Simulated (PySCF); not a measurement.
Spin states of CsCa

Unrestricted PBE0; basis Cs x2c-TZVPall, Ca x2c-TZVPall; spin-free X2C with a Gaussian nucleus; PySCF 2.14. Outer shells of the fragments: Cs 6s1; Ca 4s2.

Followed along the bond (rough minima from three points):

```json
{"2Ms+1": "2", "unpaired": "σ ↑", "⟨S²⟩ at the start": "0.77", "R at minimum (Å)": "4.68", "Te (eV)": "0.00"}
{"2Ms+1": "2", "unpaired": "π ↑", "⟨S²⟩ at the start": "0.82", "R at minimum (Å)": "3.92", "Te (eV)": "0.47"}
{"2Ms+1": "2", "unpaired": "δ ↑", "⟨S²⟩ at the start": "0.76", "R at minimum (Å)": "4.13", "Te (eV)": "1.43"}
{"2Ms+1": "4", "unpaired": "σ ↑↑, π ↑", "⟨S²⟩ at the start": "3.75", "R at minimum (Å)": "4.27", "Te (eV)": "1.45"}
{"2Ms+1": "4", "unpaired": "σ ↑, π ↑↑", "⟨S²⟩ at the start": "3.75", "R at minimum (Å)": "none in the scan", "Te (eV)": "≤ 1.73"}
```

Solutions found at the starting distance of 3.795 Å, counted from the lowest of them; the search is not exhaustive and high or unbound solutions are not listed, so other states can lie among these:

| 2Ms+1 | unpaired | term | E (eV) | ⟨S²⟩ | ⟨Lz²⟩ | μ (D) |
| --- | --- | --- | --- | --- | --- | --- |
| 2 | σ ↑ | ²Σ⁺ | 0.00 | 0.77 | 0.00 | -2.75 |
| 2 | π ↑ | ²Π | 0.23 | 0.82 | 1.03 | -7.12 |
| 2 | δ ↑ | ²Δ | 1.23 | 0.76 | 4.00 | -3.39 |
| 4 | σ ↑↑, π ↑ | ⁴Π | 1.29 | 3.75 | 1.02 | -4.54 |
| 4 | σ ↑, π ↑↑ | ⁴Σ⁻ | 1.50 | 3.75 | 0.00 | -5.54 |
| 2 | σ ↑↑, π ↓ | mixed | 1.80 | 1.75 | 1.02 | -3.54 |
| 2 | σ ↑, π ↑↓ | mixed | 1.98 | 1.75 | 2.04 | -5.77 |
| 4 | σ ↑↑↑ | ⁴Σ⁺ | 2.04 | 3.75 | 0.00 | -0.06 |
| 4 | σ ↑↑, δ ↑ | ⁴Δ | 2.23 | 3.75 | 4.00 | -2.19 |
| 4 | σ ↑, π ↑↑ | mixed | 2.26 | 3.75 | 2.01 | -9.03 |
| 2 | σ ↑ | mixed | 2.36 | 1.03 | 2.00 | -6.39 |

A term symbol is given only where ⟨S²⟩ and ⟨Lz²⟩ are close to those of a pure state; real π, δ and φ orbitals otherwise mix terms. A positive dipole means Cs(−)Ca(+).

Problem. Compare the gap between the two lowest followed solutions at the starting distance with the gap between their minima.

Solution. At PBE0 the second solution (doublet, unpaired electrons π ↑) lies +0.23 eV from the first (doublet, unpaired electrons σ ↑) at 3.795 Å and +0.47 eV at the minima; the two curves relax by different amounts, since their minima lie near 3.92 and 4.68 Å.

Spin–orbit coupling is left out. Counting both spins, an empty level lies below a filled one in some of these solutions, because spin and occupation are held.
